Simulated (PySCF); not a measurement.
**Structure from NMR data**

The spectra below were simulated for a compound CH$_{10}$FNSi$_{3}$.

¹H NMR (500 MHz, computed): δ 5.31 (m, 1H), 4.72 (s, 6H), 0.34 (m, 3H).

¹³C{¹H} NMR (computed): δ 1.6 (CH3).

Level of theory: shielding tensors at PBE0/pcSseg-1 (GIAO), geometry: GFN2-xTB, in PySCF 2.14 (no relativistic terms, gas phase, a single conformation, equivalent nuclei averaged).

Chemical shifts δ = σref − σ; ¹H and ¹³C against TMS, all at this level.

Which candidate is it?
A. C[Si@H](F)N([SiH3])[SiH3]
B. CN[Si](F)([SiH3])[SiH3]
C. C[Si@@](F)([SiH3])N[SiH3]

## Answers

A. 

- Rings plus π bonds: 0.
- Carbon types of the structure: 1 × CH3, leaving 7 H on heteroatoms.
- δC 1.6: methyl carbon bonded to Si; an electropositive neighbour leaves it electron-rich and shielded.
- δH 5.31: hydrogen on a silicon bonded to C, F, N.
- δH 4.72: hydrogen on a silicon bonded to N.
- δH 0.34: hydrogen on a methyl carbon bonded to Si; an electropositive neighbour shields it, as in TMS itself.

The others: CN[Si](F)([SiH3])[SiH3] would give 2 signals for carbon-bound and other non-exchanging H, not 3; C[Si@@](F)([SiH3])N[SiH3] has carbons computed at 8.1.

Splittings by ¹⁹F in the carbon and heteronuclear signals aren't shown, as no couplings were computed. Shifts are as computed. Against solution values, carbons near 30 ppm lie about +3 ppm off and those near 130 ppm about +5 ppm. Of 1211 compounds with measured shifts, 218 miss one by over three times the rms of a fit or turn the order of signals round; such compounds aren't used in these exercises. Multiplicities follow the n + 1 count of equivalent neighbours, as no J values were calculated; m marks all less simple cases, F and P coupling included.
